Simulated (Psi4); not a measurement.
Two rigid molecules brought together: H3ClSi ··· H3B (SMILES [SiH3]Cl and B). Monomers: optimised at B3LYP-D3(BJ) (def2-TZVP), held rigid. Orientation: lowest of the rigid-body minima from ten starts at GFN2-xTB (searched outside a hard wall at short contacts). R is the distance of the centres of mass, along which the second monomer moves. The shortest distances reach bonding range, where SAPT0 and rigid monomers are unreliable.

- PBE/def2-TZVP, counterpoise-corrected (Psi4)
- PBE-D3(BJ)/def2-TZVP, counterpoise-corrected (Psi4)
- SAPT0/jun-cc-pVDZ, frozen core (Psi4)

Interaction energies in kcal/mol; the last columns give the difference from SAPT0:

| R / Å | PBE/def2-TZVP | PBE-D3(BJ)/def2-TZVP | SAPT0/jun-cc-pVDZ | PBE/def2-TZVP − SAPT0/jun-cc-pVDZ | PBE-D3(BJ)/def2-TZVP − SAPT0/jun-cc-pVDZ |
|---|---|---|---|---|---|
| 2.30 | 22.71 | 20.82 | 30.93 | -8.22 | -10.11 |
| 2.49 | 6.60 | 4.83 | 14.41 | -7.80 | -9.58 |
| 2.69 | -0.66 | -2.33 | 5.88 | -6.54 | -8.20 |
| 2.89 | -3.19 | -4.74 | 1.70 | -4.89 | -6.44 |
| 3.09 | -3.61 | -5.01 | -0.31 | -3.30 | -4.70 |
| 3.30 | -3.18 | -4.43 | -1.22 | -1.97 | -3.21 |
| 3.60 | -2.26 | -3.27 | -1.51 | -0.75 | -1.76 |
| 3.91 | -1.48 | -2.28 | -1.33 | -0.16 | -0.95 |
| 4.38 | -0.78 | -1.29 | -0.87 | 0.10 | -0.42 |
| 5.12 | -0.29 | -0.53 | -0.40 | 0.11 | -0.13 |
| 6.10 | -0.09 | -0.18 | -0.16 | 0.07 | -0.01 |
| 7.36 | -0.03 | -0.06 | -0.07 | 0.04 | 0.01 |

PBE/def2-TZVP is furthest from SAPT0/jun-cc-pVDZ at 2.30 (-8.22 kcal/mol, below); its mean absolute difference over the points is 2.83 kcal/mol.

PBE-D3(BJ)/def2-TZVP is furthest from SAPT0/jun-cc-pVDZ at 2.30 (-10.11 kcal/mol, below); its mean absolute difference over the points is 3.79 kcal/mol.
